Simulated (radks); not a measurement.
Values are calculated unless marked as measured or tabulated.
Ionisation of Sn, [Kr] 4d10 5s2 5p2, to Sn+, [Kr] 4d10 5s2 5p1, under several functionals. Dirac Kohn-Sham, spin-unpolarised, spherical densities, point nucleus; open shells fill j = l - 1/2 first; a radial shooting solver on a logarithmic mesh with Libxc functionals.

| functional | E(Sn) (hartree) | Exc (hartree) | IE (eV) | -e(HOMO) (eV) | <r> HOMO (bohr) | IE error (eV) |
|---|---|---|---|---|---|---|
| revPBE | -6179.25789 | -165.47480 | 7.025 | 3.775 | 3.174 | -0.319 |
| BLYP | -6179.65331 | -165.86517 | 7.025 | 3.729 | 3.184 | -0.319 |
| BP86 | -6180.14754 | -166.37193 | 7.255 | 3.975 | 3.150 | -0.089 |
| exchange-only LDA | -6168.91615 | -154.98731 | 6.296 | 3.067 | 3.236 | -1.048 |
| RPBE | -6179.35053 | -165.56811 | 7.020 | 3.777 | 3.187 | -0.324 |
| Wu-Cohen GGA | -6178.27630 | -164.48146 | 7.130 | 3.846 | 3.136 | -0.214 |
| XLYP | -6180.20301 | -166.42151 | 7.049 | 3.754 | 3.193 | -0.295 |
| PBE | -6179.02320 | -165.23528 | 7.095 | 3.831 | 3.170 | -0.249 |

NIST Atomic Spectra Database: 7.344 eV (measured). Closest: BP86. The Delta-SCF values span 0.96 eV, the total energies 11.29 hartree. The highest occupied level is 5p1/2. Spin polarisation and multiplet splitting are left out, so open shells lie too high by an amount that depends on their filling.

Beside tabulated values, note that spin-unpolarised runs miss the spin-polarisation part of the exchange energy of open shells.
